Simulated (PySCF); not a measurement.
From one molecule to another.

First species: Si(NCS)2Cl2, C2Cl2N2S2Si.
SMILES: `S=C=N[Si](Cl)(Cl)N=C=S`

Second species: hexamethylenetetramine, C6H12N4.
Z-matrix (Å and degrees, PBE0-D3(BJ)/def2-SVP geometry), rows numbered from 1:
```
C 
N   1  1.4607
C   2  1.4607  1  108.10
N   3  1.4606  2  112.17  1    58.35
C   4  1.4607  3  108.11  2   -58.35
N   5  1.4606  4  112.17  3    58.35
C   6  1.4605  1  108.07  2   -58.40
N   7  1.4607  6  112.18  1    58.40
C   8  1.4605  7  108.08  6   -58.39
C   4  1.4606  3  108.09  2    58.40
H   1  1.1023  2  109.16  3    62.76
H   1  1.1022  2  109.14  3  -179.44
H   3  1.1023  2  109.16  1   -62.77
H   3  1.1023  2  109.15  1   179.44
H   5  1.1023  4  109.17  3   -62.77
H   5  1.1023  4  109.15  3   179.45
H   7  1.1023  6  109.16  1   179.53
H   7  1.1023  6  109.15  1   -62.71
H   9  1.1023  2  109.14  1  -179.47
H   9  1.1023  2  109.16  1    62.75
H  10  1.1023  4  109.15  3    62.70
H  10  1.1023  4  109.17  3  -179.51
```

Levels: PBE0/def2-SVPD for HOMO energy, LUMO energy, HOMO–LUMO gap and static isotropic polarisability; TDDFT PBE0/def2-SVPD for lowest singlet excitation; TDA PBE0/def2-SVPD for lowest triplet excitation (Tamm–Dancoff). Geometries: PBE0-D3(BJ)/def2-SVP. Each structure is a single optimised conformer of the isolated species, non-relativistic unless stated. Electronic properties by PySCF.

Question: Which has the higher T1 energy?

Answer: The second: 5.88 eV against 4.22 eV, a difference of 1.66 eV.

Question: Which has the higher HOMO energy?

Answer: The second: -6.42 eV against -8.06 eV, a difference of 1.64 eV.

Question: Which of the two has the higher HOMO–LUMO gap, and by how much?

Answer: The second: 6.99 eV against 6.26 eV, a difference of 0.73 eV.

Question: Which of the two has the higher S1 energy, and by how much?

Answer: The second: 5.94 eV against 4.78 eV, a difference of 1.16 eV.

Question: Which has the higher static isotropic polarisability?

Answer: The first: 141.2 au against 89.5 au, a difference of 51.7 au.

Question: Which of the two has the higher LUMO energy, and by how much?

Answer: The second: 0.57 eV against -1.80 eV, a difference of 2.37 eV.

On the first: The principal polarisabilities are 99.4, 135.4 and 188.9 au; their mean is the isotropic value. The 10 singlets span 4.78 to 6.20 eV, and their oscillator strengths add up to 0.69.

On the second: S1 lies 1.05 eV below the HOMO–LUMO gap. The 10 singlets span 5.94 to 6.84 eV, and their oscillator strengths add up to 0.06.
